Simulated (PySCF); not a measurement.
GeF3I, SMILES [F][Ge]([F])([F])[I].

Geometry: B3LYP-D3(BJ)/def2-SVP. The def2 effective core potentials stand for the cores of I; spin–orbit coupling is left out.

These are PySCF with TDDFT-PBE/def2-SVPD values and carry that method's errors.

Vertical excitations; the highest root listed may be one member of a degenerate set. Gas-phase values at a fixed geometry. State labels are in the subgroup Cs.

Computed lowest excited states:
```csv
state,symmetry,energy (eV),λ (nm),f,main pairs
S1,A",4.28,290,0.005,HOMO→LUMO (degenerate set)
S2,A',4.28,290,0.005,HOMO−1→LUMO (degenerate set)
S3,A",6.47,192,0.000,HOMO−3→LUMO 100 %
S4,A',6.60,188,0.115,"HOMO−2→LUMO 74 %, HOMO→LUMO+1 12 %, HOMO−1→LUMO+2 12 %"
S5,A',6.74,184,0.004,HOMO−4→LUMO (degenerate set)
S6,A",6.74,184,0.004,HOMO−5→LUMO (degenerate set)
S7,A",7.04,176,0.000,"HOMO→LUMO+2 50 %, HOMO−1→LUMO+1 50 %"
S8,A',7.09,175,0.002,"HOMO→LUMO+1, HOMO−1→LUMO+2, HOMO−7→LUMO (degenerate set)"
S9,A",7.09,175,0.002,"HOMO−1→LUMO+1, HOMO→LUMO+2, HOMO−6→LUMO (degenerate set)"
S10,A",7.14,174,0.009,HOMO−6→LUMO 88 %
T1,A",3.81,326,0,HOMO→LUMO (degenerate set)
T2,A',3.81,326,0,HOMO−1→LUMO (degenerate set)
T3,A',5.56,223,0,HOMO−2→LUMO 98 %
T4,A",6.25,199,0,HOMO−3→LUMO 100 %
```
Triplets are in the Tamm–Dancoff approximation, which puts them higher than full response would, so one can lie above its singlet here.
